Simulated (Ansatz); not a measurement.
**Nudged elastic band run: CH4ClIn**

Input file:

```yaml
crystal:
  periodic: [false, false, false]
  atoms:
    - { symbol: C, position_ang: [-0.962158, 0.41878, -0.296697] }
    - { symbol: In, position_ang: [1.061493, -0.259301, 0.079332] }
    - { symbol: Cl, position_ang: [1.189897, -1.848335, 1.866545] }
    - { symbol: H, position_ang: [-1.155144, 0.465074, -1.378258] }
    - { symbol: H, position_ang: [-1.669629, -0.269113, 0.185619] }
    - { symbol: H, position_ang: [-1.085085, 1.426057, 0.129961] }
    - { symbol: H, position_ang: [2.620626, 0.066848, -0.586502] }
basis:
  gaussian: { orbitals: def2-SVP }
hamiltonian:
  xc: b3lyp
neb:
  order_check: false
  images: 5
  f_tol: 0.05
  max_iterations: 60
  initial_path: idpp
  final_atoms:
    - { symbol: C, position_ang: [-0.95933107, 0.43698516, -0.27820266] }
    - { symbol: In, position_ang: [1.06312058, -0.18508822, 0.19124187] }
    - { symbol: Cl, position_ang: [1.17819181, -2.43544708, 1.00143976] }
    - { symbol: H, position_ang: [-1.60187898, -0.45023536, -0.35663976] }
    - { symbol: H, position_ang: [-1.32982262, 1.08494681, 0.53083693] }
    - { symbol: H, position_ang: [-0.97663174, 1.00173145, -1.22158799] }
    - { symbol: H, position_ang: [2.62635201, 0.54711723, 0.13291185] }
```

Launched with:

```bash
$ ansatz run input.yaml --threads 1 --pin off --max-ram 2048MiB --backend cpu --events-out ev --progress --plain --runs-dir out
```

Output, in part (warnings, iteration lines, the closing report on the highest movable image, with atoms numbered from 0):

```
NEB end point (image 0): max|allowed force component| = 9.095e-3 eV/Å (the criterion of neb.relax_end_points is 1.000e-2)
NEB end point (image 6): max|allowed force component| = 1.709e-3 eV/Å (the criterion of neb.relax_end_points is 1.000e-2)
NEB iter   1: max|band force component| = 3.185e-1 eV/Å  barrier→ = 0.0111 eV  barrier← = 0.0111 eV  CI = image 3  Δτ_max = 0.0649 Å  (168 SCF iters)
NEB iter   2: max|band force component| = 1.278e-1 eV/Å  barrier→ = 0.0074 eV  barrier← = 0.0074 eV  CI = image 3  Δτ_max = 0.0295 Å  (135 SCF iters)
NEB iter   3: max|band force component| = 5.594e-2 eV/Å  barrier→ = 0.0003 eV  barrier← = 0.0003 eV  CI = image 3  Δτ_max = 0.0077 Å  (140 SCF iters)
NEB iter   4: max|band force component| = 3.295e-2 eV/Å  barrier→ = 0.0001 eV  barrier← = 0.0001 eV  CI = image 1  Δτ_max = 0.0000 Å  (232 SCF iters)
Total energy: -18797.25286821 eV, -690.7863016710 hartree
Atom 0 at    -0.956986     0.461545    -0.242860 Å, force    -0.017732     0.008889     0.013061 eV/Å
Atom 1 at     1.060951    -0.260648     0.079300 Å, force     0.002329     0.001512    -0.002631 eV/Å
Atom 2 at     1.156003    -2.168468     1.522844 Å, force    -0.001201     0.001124    -0.000749 eV/Å
Atom 3 at    -1.214950     0.368978    -1.308632 Å, force     0.003146     0.000101     0.000855 eV/Å
Atom 4 at    -1.657848    -0.131044     0.360506 Å, force     0.009308    -0.003250    -0.005074 eV/Å
Atom 5 at    -1.022025     1.521525     0.045749 Å, force     0.004131    -0.006139    -0.006906 eV/Å
Atom 6 at     2.634855     0.208121    -0.456907 Å, force     0.000019    -0.002237     0.001444 eV/Å
Dipole moment:    -0.189574     0.529942    -0.383242 e Å
```

The run converged. The top lies less than 8 meV above the higher end, about what the thresholds resolve: that end is a shoulder or a very shallow well. A vibrational analysis at the climbing image gives no mode beyond 40i cm⁻¹: the surface is too flat there to confirm a saddle point.

Final band (atoms are numbered from 1 in the order of the input):

| image | path coordinate (Å) | energy (kJ/mol) | dihedral H4–C1–In2–Cl3 (°) |
| --- | --- | --- | --- |
| 0 | 0.00 | 0.0 | -137 |
| 1 | 0.50 | 0.0 | -117 |
| 2 | 1.01 | 0.0 | -97 |
| 3 | 1.51 | 0.0 | -76 |
| 4 | 2.02 | 0.0 | -56 |
| 5 | 2.52 | 0.0 | -36 |
| 6 | 3.03 | 0.0 | -16 |

Run time: 90 s on 1 thread of Arm Neoverse V1, with other jobs on the host, peak memory 0.16 GiB.
